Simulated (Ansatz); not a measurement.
Molecule: sum formula H₅SiO₄ (charge +1, singlet). It need not be the lowest isomer of its formula. 
Coordinates optimised at B3LYP-D3(BJ)/def2-TZVP (Ansatz, a program for electronic structure):
```
Si
O 1 1.5920
H 2 0.9629 1 125.63
O 1 1.5933 2 113.04 3 -161.02
H 4 0.9632 1 124.29 2 15.27
O 1 1.5965 2 120.05 3 -14.82
H 6 0.9625 1 125.53 2 -108.82
O 1 1.8172 2 103.68 3 88.42
H 8 0.9714 1 123.13 2 64.60
H 8 0.9724 9 112.02 1 -153.41
```
Charge +1, spin multiplicity 1.

Basis-set convergence of Hartree-Fock and MP2 correlation energies (hartree) with Ansatz. Cores are frozen in the correlated levels unless marked. No spin-orbit coupling. Non-relativistic.

```csv
basis,functions,E(HF),"E(corr, MP2)"
cc-pV(D+d)Z,104,-591.26102,-0.84042
cc-pV(T+d)Z,229,…,…
```

Q: Some entries are withheld; supply them.

A: 
- cc-pV(T+d)Z, E(HF): -591.40584
- cc-pV(T+d)Z, E(corr, MP2): -1.07344
